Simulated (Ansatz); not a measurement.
Mulliken charges of `[OH][Hf]([OH])([SH])[SH]` from B3LYP/def2-TZVPP in Ansatz (PBE0-D4/def2-TZVP geometry).

```json
{"atom": "O1", "x (Å)": "-0.995", "y (Å)": "0.378", "z (Å)": "1.685", "charge (e)": "-0.420"}
{"atom": "Hf2", "x (Å)": "0.065", "y (Å)": "0.026", "z (Å)": "0.143", "charge (e)": "0.943"}
{"atom": "O3", "x (Å)": "1.950", "y (Å)": "0.004", "z (Å)": "0.411", "charge (e)": "-0.420"}
{"atom": "S4", "x (Å)": "-0.752", "y (Å)": "-2.150", "z (Å)": "-0.658", "charge (e)": "-0.340"}
{"atom": "S5", "x (Å)": "-0.270", "y (Å)": "1.742", "z (Å)": "-1.586", "charge (e)": "-0.340"}
{"atom": "H6", "x (Å)": "-1.366", "y (Å)": "0.666", "z (Å)": "2.513", "charge (e)": "0.183"}
{"atom": "H7", "x (Å)": "2.843", "y (Å)": "-0.075", "z (Å)": "0.730", "charge (e)": "0.183"}
{"atom": "H8", "x (Å)": "0.130", "y (Å)": "-2.158", "z (Å)": "-1.675", "charge (e)": "0.105"}
{"atom": "H9", "x (Å)": "-1.605", "y (Å)": "1.567", "z (Å)": "-1.563", "charge (e)": "0.105"}
```

Q: By hand: the dipole of these point charges (1 e Å = 4.8032 D).

A: Σ q r = (0.123, 0.049, 0.271) e Å, of length 0.302 e Å = 1.45 D.

Q: How does the dipole of the full density compare? (Estimate.)

A: The calculation gave: (0.265, 0.106, 0.581) e Å, 3.11 D; the point charges give 0.47 times that, at 0° from its direction.

Point charges leave out the atoms' own dipoles, such as those of lone pairs, and Mulliken's split depends on the basis, so the two needn't agree.

B3LYP here is the variant with VWN-RPA as its local correlation; programs differ in this.
